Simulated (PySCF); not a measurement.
SMILES Cc1ccsc1-c1c(F)c(F)c(F)c(F)c1F (C11H5F5S), GFN2-xTB optimised geometry.

```
22

C     -1.59    -1.68    -1.91
C     -2.01    -0.76    -0.82
C     -3.37    -0.50    -0.51
C     -3.53     0.40     0.48
S     -2.04     1.00     1.08
C     -1.16    -0.02    -0.03
C      0.29    -0.01    -0.02
C      1.03    -1.19     0.00
F      0.40    -2.37     0.05
C      2.42    -1.19     0.00
F      3.09    -2.35     0.01
C      3.12     0.01     0.00
F      4.45     0.02     0.00
C      2.40     1.21     0.00
F      3.06     2.37     0.01
C      1.02     1.19     0.00
F      0.36     2.35    -0.02
H     -0.61    -1.42    -2.30
H     -1.55    -2.71    -1.55
H     -2.31    -1.64    -2.73
H     -4.18    -0.98    -1.03
H     -4.45     0.76     0.91
```

Density from PBE0/def2-SVP run with PySCF at that geometry.

Minimum of the electron density along straight lines between bonded atoms, close to the bond critical point (lines longer than 1.1 times the sum of covalent radii, or with two minima, are not listed):

```json
[
 {"bond": "C1–C2", "length / Å": "1.491", "ρ at the minimum / e bohr⁻³": "0.256", "∇²ρ there / e bohr⁻⁵": "-0.60", "position (fraction from the first atom)": "0.49"},
 {"bond": "C2–C3", "length / Å": "1.415", "ρ at the minimum / e bohr⁻³": "0.296", "∇²ρ there / e bohr⁻⁵": "-0.73", "position (fraction from the first atom)": "0.50"},
 {"bond": "C3–C4", "length / Å": "1.357", "ρ at the minimum / e bohr⁻³": "0.324", "∇²ρ there / e bohr⁻⁵": "-0.82", "position (fraction from the first atom)": "0.49"},
 {"bond": "C4–S5", "length / Å": "1.711", "ρ at the minimum / e bohr⁻³": "0.219", "∇²ρ there / e bohr⁻⁵": "-0.49", "position (fraction from the first atom)": "0.47"},
 {"bond": "C2–C6", "length / Å": "1.374", "ρ at the minimum / e bohr⁻³": "0.314", "∇²ρ there / e bohr⁻⁵": "-0.76", "position (fraction from the first atom)": "0.49"},
 {"bond": "S5–C6", "length / Å": "1.742", "ρ at the minimum / e bohr⁻³": "0.207", "∇²ρ there / e bohr⁻⁵": "-0.42", "position (fraction from the first atom)": "0.53"},
 {"bond": "C6–C7", "length / Å": "1.454", "ρ at the minimum / e bohr⁻³": "0.270", "∇²ρ there / e bohr⁻⁵": "-0.64", "position (fraction from the first atom)": "0.49"},
 {"bond": "C7–C8", "length / Å": "1.398", "ρ at the minimum / e bohr⁻³": "0.305", "∇²ρ there / e bohr⁻⁵": "-0.77", "position (fraction from the first atom)": "0.48"},
 {"bond": "C8–F9", "length / Å": "1.337", "ρ at the minimum / e bohr⁻³": "0.261", "∇²ρ there / e bohr⁻⁵": "0.14", "position (fraction from the first atom)": "0.33"},
 {"bond": "C8–C10", "length / Å": "1.389", "ρ at the minimum / e bohr⁻³": "0.316", "∇²ρ there / e bohr⁻⁵": "-0.83", "position (fraction from the first atom)": "0.50"},
 {"bond": "C10–F11", "length / Å": "1.335", "ρ at the minimum / e bohr⁻³": "0.264", "∇²ρ there / e bohr⁻⁵": "0.14", "position (fraction from the first atom)": "0.33"},
 {"bond": "C10–C12", "length / Å": "1.391", "ρ at the minimum / e bohr⁻³": "0.315", "∇²ρ there / e bohr⁻⁵": "-0.82", "position (fraction from the first atom)": "0.50"},
 {"bond": "C12–F13", "length / Å": "1.333", "ρ at the minimum / e bohr⁻³": "0.265", "∇²ρ there / e bohr⁻⁵": "0.14", "position (fraction from the first atom)": "0.33"},
 {"bond": "C12–C14", "length / Å": "1.392", "ρ at the minimum / e bohr⁻³": "0.314", "∇²ρ there / e bohr⁻⁵": "-0.82", "position (fraction from the first atom)": "0.50"},
 {"bond": "C14–F15", "length / Å": "1.335", "ρ at the minimum / e bohr⁻³": "0.264", "∇²ρ there / e bohr⁻⁵": "0.14", "position (fraction from the first atom)": "0.33"},
 {"bond": "C7–C16", "length / Å": "1.399", "ρ at the minimum / e bohr⁻³": "0.305", "∇²ρ there / e bohr⁻⁵": "-0.77", "position (fraction from the first atom)": "0.48"},
 {"bond": "C14–C16", "length / Å": "1.389", "ρ at the minimum / e bohr⁻³": "0.317", "∇²ρ there / e bohr⁻⁵": "-0.83", "position (fraction from the first atom)": "0.50"},
 {"bond": "C16–F17", "length / Å": "1.337", "ρ at the minimum / e bohr⁻³": "0.262", "∇²ρ there / e bohr⁻⁵": "0.14", "position (fraction from the first atom)": "0.33"},
 {"bond": "C1–H18", "length / Å": "1.088", "ρ at the minimum / e bohr⁻³": "0.277", "∇²ρ there / e bohr⁻⁵": "-1.02", "position (fraction from the first atom)": "0.63"},
 {"bond": "C1–H19", "length / Å": "1.090", "ρ at the minimum / e bohr⁻³": "0.275", "∇²ρ there / e bohr⁻⁵": "-1.01", "position (fraction from the first atom)": "0.63"},
 {"bond": "C1–H20", "length / Å": "1.088", "ρ at the minimum / e bohr⁻³": "0.277", "∇²ρ there / e bohr⁻⁵": "-1.02", "position (fraction from the first atom)": "0.63"},
 {"bond": "C3–H21", "length / Å": "1.075", "ρ at the minimum / e bohr⁻³": "0.284", "∇²ρ there / e bohr⁻⁵": "-1.09", "position (fraction from the first atom)": "0.63"},
 {"bond": "C4–H22", "length / Å": "1.072", "ρ at the minimum / e bohr⁻³": "0.286", "∇²ρ there / e bohr⁻⁵": "-1.12", "position (fraction from the first atom)": "0.64"}
]
```
